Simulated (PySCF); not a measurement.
**UHF on Te (tellurium, neutral)**

Configuration: [Kr] 4d10 5s1 5p4 5d1, one real determinant (an excited configuration). All numbers are calculated (PySCF 2.14, the spin-free X2C one-electron Hamiltonian (Gaussian nucleus), in aug-cc-pVTZ-DK3).

* Total energy: -6790.032754 hartree
* One-electron energy: -9311.4383 hartree
* Hartree (Coulomb) energy: 2696.2648 hartree
* Exchange energy: -174.8592 hartree
* ⟨S²⟩: 6.0189
* ⟨L²⟩: 8.061
* Sum of ⟨r⟩: 39.15 bohr
* Sum of ⟨r²⟩: 74.69 bohr²
* Traceless quadrupole moment −½Σ⟨3z² − r²⟩ along its main axis: 2.98 e·bohr²
* Langevin diamagnetic susceptibility: -59.2 ×10⁻⁶ cm³/mol

```tsv
shell	electrons	mean orbital energy (eV)	spread (eV)	rms radius, mean of both spins (bohr)
1s α	1	-31970.9	0	0.0318
1s β	1	-31970.7	0	0.0318
2s α	1	-5004.0	0	0.130
2s β	1	-5003.8	0	0.130
2p α	3	-4488.8	0.067	0.116
2p β	3	-4488.7	0.055	0.116
3s α	1	-1041.2	0	0.343
3s β	1	-1040.8	0	0.343
3p α	3	-869.14	0.142	0.343
3p β	3	-868.83	0.037	0.343
3d α	5	-607.98	0.175	0.322
3d β	5	-607.85	0.076	0.322
4s α	1	-198.02	0	0.815
4s β	1	-197.01	0	0.815
4p α	3	-142.10	0.415	0.876
4p β	3	-141.40	0.060	0.876
4d α	5	-57.701	0.601	1.04
4d β	5	-57.052	0.218	1.04
5s α	1	-26.747	0	2.21
5p α	3	-13.849	1.517	2.73
5p β	1	-8.955	0	2.73
5d α	1	-1.960	0	4.59
```

⟨L²⟩ = 8.06 against 12 for a pure F term, so this real determinant mixes terms. The outer electron is Rydberg-like, and this basis confines it to a smaller radius and binds it less than a complete one would.

Densities and radii are taken from the X2C orbitals without a picture-change correction, which distorts them close to the nucleus.

Spin-orbit constants ζ (cm⁻¹) from the X2C one-electron operator on these orbitals: bare nucleus, nucleus screened by l(l+1)(2l+1)/3 electrons, and screened by the Breit-Pauli mean field of the electrons.

| shell | bare | screened nucleus | mean field |
| --- | --- | --- | --- |
| 2p | 1466000 | 1409000 | n/a |
| 3p | 276700 | 266100 | n/a |
| 3d | 41910 | 33850 | n/a |
| 4p | 50010 | 48090 | n/a |
| 4d | 5579 | 4506 | n/a |
| 5p | 4562 | 4387 | n/a |
| 5d | 174.0 | 140.5 | n/a |

To first order the Landé constant is A = -342.2 cm⁻¹, so the lowest level has J = 5 and lies 0.255 eV below the centre of the term. This holds in LS coupling only.
